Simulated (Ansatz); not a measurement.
One change: `B1C[Se]1` becomes `B1CO1`.

Ansatz, PBE0-D4/def2-TZVP geometries, multiplicity 1. 

Scalar relativity is left out up to krypton.

```csv
property,`B1C[Se]1`
zero-point energy (PBE0-D4/def2-TZVP) / kJ/mol,101.6
size of the dipole moment (B3LYP/def2-TZVPP) / D,1.06
LUMO energy (B3LYP/def2-TZVPP) / eV,-1.59
LUMO energy (PBE/def2-TZVPP) / eV,-2.31
HOMO–LUMO gap (PBE0/def2-TZVPP) / eV,5.80
"ideal-gas entropy at 298 K and 1 bar (rigid rotor, harmonic PBE0-D4/def2-TZVP) / J/(mol·K)",273
```

**Question.** Give the same properties after the change, and the shifts. (Estimate.)

**Answer.** Ansatz gave: 
```csv
property,`B1CO1`,shift
zero-point energy (PBE0-D4/def2-TZVP) / kJ/mol,111.0,9.4
size of the dipole moment (B3LYP/def2-TZVPP) / D,1.30,0.24
LUMO energy (B3LYP/def2-TZVPP) / eV,-0.68,0.91
LUMO energy (PBE/def2-TZVPP) / eV,-1.44,0.87
HOMO–LUMO gap (PBE0/def2-TZVPP) / eV,7.87,2.07
"ideal-gas entropy at 298 K and 1 bar (rigid rotor, harmonic PBE0-D4/def2-TZVP) / J/(mol·K)",248,-25
```

With PBE0 the HOMO falls by 1.09 eV and the LUMO rises by 0.99 eV, so the gap widens by about 2.08 eV. PBE moves the HOMO by -0.76 eV and ωB97M-V by -1.32 eV. Dipoles are sizes alone; their direction can turn.

B3LYP here is the variant with VWN-RPA as its local correlation; programs differ in this.

Spin–orbit coupling is left out; it splits and shifts lone-pair levels of the heavy atoms by tenths of an eV.
